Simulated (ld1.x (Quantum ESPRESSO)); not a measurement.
What one change does to a pseudopotential (thallium, PAW)

thallium (Tl), PAW, made with ld1.x (Quantum ESPRESSO) 7.5 (PBE, scalar-relativistic). Core [Xe] 4f14, reference 5d10 6s2 6p0.5 (charge +0.5). Waves: 6s (bound): rcut 2.00, rcutus 2.20 bohr; 6s channel at 0.45 Ry: rcut 2.00, rcutus 2.20 bohr; 6p (bound): rcut 2.50, rcutus 3.25 bohr; 6p channel at 2.35 Ry: rcut 2.50, rcutus 3.25 bohr; 5d (bound): rcut 2.00, rcutus 2.15 bohr; 5d channel at -1.05 Ry: rcut 2.00, rcutus 2.15 bohr. Local part: all-electron potential smoothed inside 2.60 bohr (lloc = -1). Core correction: a·sin(br)/r model core inside 1.75 bohr. Augmentation charge: BESSEL, radius 1.60 bohr.

Change: waves 6s (bound): rcut 1.84, rcutus 1.96 bohr; 6s channel at 0.45 Ry: rcut 1.84, rcutus 1.96 bohr.

Cutoffs: the cutoffs (Ry, on a coarse ladder) from which the occupation-weighted sum of valence levels, in a spherical-Bessel basis at the reference potential, stays within 10 and 1 mRy of its value at 400 Ry; they do not see the model core or the augmentation charge, which bear on the density cutoff. Errors are all-electron minus pseudo energies relative to the spin-unpolarised reference configuration.

Problem. What does the change do?

Solution. The potential gets neither clearly harder nor softer (25 Ry and 40 Ry → 25 Ry and 40 Ry); a bound ghost appears in s, which as a rule spoils a file; of the 7 tests that both files solve, the error grows in 4 and shrinks in 2 by more than 15 % and 0.3 meV (median size 1.6 → 6.8 meV).

```tsv
quantity	base	changed
cutoff, loose	25 Ry	25 Ry
cutoff, tight	40 Ry	40 Ry
loose cutoff by channel (10 mRy a level)	s 6 Ry, p 6 Ry, d 21 Ry	s 10 Ry, p 6 Ry, d 21 Ry
bound ghosts	none	s
error for 5d10 6s2 6p1, meV [ΔE -1.85 eV]	+1.2	+0.1
error for 5d10 6s2 6p0, meV [ΔE 3.31 eV]	-1.2	-4.7
error for 5d10 6s1 6p0, meV [ΔE 24.09 eV]	-9.8	-13
error for 5d9 6s0 6p0, meV [ΔE 106.02 eV]	-201	-201
error for 5d10 6s2 6p1.3, meV [ΔE -2.35 eV]	+1.6	-0.3
error for 5d10 6s1 6p2, meV [ΔE 5.55 eV]	0.0	-10
error for 5d10 6s1 6p1, meV [ΔE 11.59 eV]	-3.4	-6.8
s: phases at 3.53 bohr within 0.05 rad from the reference energy up to (Ry; the scan ends near 5)	to the end of the scan	to the end of the scan
p: phases at 3.53 bohr within 0.05 rad from the reference energy up to (Ry; the scan ends near 5)	4.6	4.6
d: phases at 3.53 bohr within 0.05 rad from the reference energy up to (Ry; the scan ends near 5)	3.9	3.9
lowest overlap eigenvalue by channel	s 0.39, p 0.59, d 1.00	s 0.54, p 0.59, d 1.00
```

 A true bound ghost makes a file unfit for plane-wave use even where its test errors are small: the radial tests pick states by their node count and pass the ghost by.
